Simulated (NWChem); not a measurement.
What CH4BFO (SMILES OCBF) costs in NWChem

CH4BFO: 8 atoms, total charge 0, spin state singlet. As SMILES, `OCBF`. The coordinates come from a PBE0-D4/def2-TZVP relaxation. This is one conformer, not always the lowest.

```xyz
8

O    -1.2405    0.7626   -0.1693
C     0.1179    0.4250   -0.0136
B     0.3686   -1.1120    0.0760
F    -0.6229   -1.9767    0.0072
H    -1.3191    1.7175   -0.2173
H     0.5631    0.8720    0.8937
H     0.7442    0.7998   -0.8434
H     1.4810   -1.5454    0.2108
```

Program: NWChem 7.3.0. Hardware: 1 thread of AMD EPYC 9R45 (Zen 5), shared host, so times are rough. Two-electron integrals are exact unless an approximation is named.

(1) Estimate their order by wall time, quickest first.
A. gradient at MP2/def2-SVPD, 4 core orbitals frozen
B. gradient at B3LYP/6-31G* (Cartesian functions), grid xfine
C. gradient at HF/STO-3G

## Answers

(1) C (1.4 s), B (16 s), A (47 s).
